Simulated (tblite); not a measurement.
Species: C5H8ClSi (doublet state).
Numbering: `[CH2:1]=[C:2]1[CH2:3][C@@H:4]([CH:5][Cl:6])[SiH2:7]1` (hydrogens: H8, H9 on C1; H10, H11 on C3; H12 on C4; H13 on C5; H14, H15 on Si7)

Computed geometry: GFN2-xTB, gas phase. This method treats the open shell by occupation alone, without spin polarisation.

Problem. What internal coordinates does the optimisation give?

Solution. 
```tsv
bond	length (Å)	order
C1=C2	1.323	double
C2–C3	1.510	single
C3–C4	1.539	single
C4–C5	1.435	single
C5–Cl6	1.713	single
C4–Si7	2.012	single
C2–Si7	1.887	single
C1–H8	1.080	single
C1–H9	1.078	single
C3–H10	1.090	single
C3–H11	1.091	single
C4–H12	1.090	single
C5–H13	1.077	single
Si7–H14	1.459	single
Si7–H15	1.460	single
```

Orders are formal, as drawn. A selection of angles:
```tsv
angle	degrees
C2–C1–H8	122.0
C2–C1–H9	121.9
H8–C1–H9	116.2
C1–C2–C3	127.9
C1–C2–Si7	136.1
C3–C2–Si7	95.9
C2–C3–C4	99.8
C2–C3–H10	113.5
C2–C3–H11	111.2
C4–C3–H10	113.2
C4–C3–H11	111.2
H10–C3–H11	107.9
C3–C4–C5	115.7
C3–C4–Si7	90.1
C3–C4–H12	112.2
C5–C4–Si7	118.4
C5–C4–H12	111.0
Si7–C4–H12	107.7
C4–C5–Cl6	119.4
C4–C5–H13	121.8
Cl6–C5–H13	114.0
C4–Si7–H14	113.0
C4–Si7–H15	116.9
C2–Si7–C4	73.4
C2–Si7–H14	117.3
C2–Si7–H15	118.1
H14–Si7–H15	112.7
```

Torsions: C1–C2–C3–C4 -169° (antiperiplanar); C2–C3–C4–C5 -129° (anticlinal); C3–C4–C5–Cl6 -170° (antiperiplanar); C3–C4–Si7–C2 6° (synperiplanar); C1–C2–Si7–C4 170° (antiperiplanar).

Of the pairs four or more bonds apart, H11···H13 is among the closest relative to their van der Waals radii: 2.44 Å, 102 % of the sum of Bondi's values. The C–Si distances run from 1.887 Å (C2–Si7, drawn single) to 2.012 Å (C4–Si7, drawn single), a spread of 0.125 Å. Si7 (silicon bonded to 2 C and 2 H) has angles from 73.4° to 118.1°. The 4 C–C bonds span 1.323 Å (C1=C2, drawn double) to 1.539 Å (C3–C4, drawn single), a spread of 0.216 Å. C2 (carbon bonded to 2 C and Si) is planar (angles 136.1°, 127.9° and 95.9°, sum 359.9°, 0.03 Å off the plane of its three neighbours). C1 (carbon bonded to C and 2 H) is planar (angles 122.0°, 121.9° and 116.2°, sum 360.0°, 0.00 Å off the plane of its three neighbours). C5 (carbon bonded to C, Cl and H) has angles 121.8°, 119.4° and 114.0°, sum 355.2°, 0.17 Å off the plane of its three neighbours.

Point group: C1 (no symmetry element, even within 0.4 Å). Its GFN2-xTB frequencies are all real (lowest 36 cm⁻¹). 3 starts were optimised and ended at 0.00, 0.00 and 0.24 kcal/mol (GFN2-xTB); the lowest of these is shown.

Time: 0.72 s. Hardware: one thread, Arm Neoverse V2 (aarch64), on a shared host. These figures are those of the optimisation.

One conformer stands for the species.
